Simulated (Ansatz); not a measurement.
```yaml
crystal:
  periodic: [false, false, false]
  atoms:
    - {symbol: Cd, position_ang: [0.481069, 1.716007, 1.388801]}
    - {symbol: O, position_ang: [-1.547905, 1.196377, 1.546588]}
    - {symbol: Cd, position_ang: [-1.643125, -0.883347, 1.271501]}
    - {symbol: O, position_ang: [-0.218803, -2.350462, 0.795943]}
    - {symbol: Cd, position_ang: [1.640368, -1.374942, 0.733790]}
    - {symbol: O, position_ang: [2.220759, 0.633778, 0.930661]}
    - {symbol: Cd, position_ang: [1.643153, 0.883442, -1.271475]}
    - {symbol: O, position_ang: [0.218756, 2.350497, -0.795878]}
    - {symbol: Cd, position_ang: [-1.640281, 1.374878, -0.733823]}
    - {symbol: O, position_ang: [-2.220732, -0.633778, -0.930856]}
    - {symbol: Cd, position_ang: [-0.481068, -1.716178, -1.388647]}
    - {symbol: O, position_ang: [1.547809, -1.196282, -1.546596]}
basis:
  gaussian: {orbitals: def2-TZVP}
magnetization: {spin_polarized: true, initial_magnetization: 2}
hamiltonian: {xc: pbe0, dispersion: d4}
scf: {omitted_lower_state_checks: [starts]}
output: {orbitals: {seedname: orbitals}}
```

```sh
$ ansatz run in.yaml --threads 4 --pin off --events-out ev --progress --plain --max-ram 6963MiB
```

**Question.** Does this run fit into the memory that it is given?

**Answer.** No. It has 426 basis functions, and Ansatz plans for 8 GiB where 7 GiB are given.
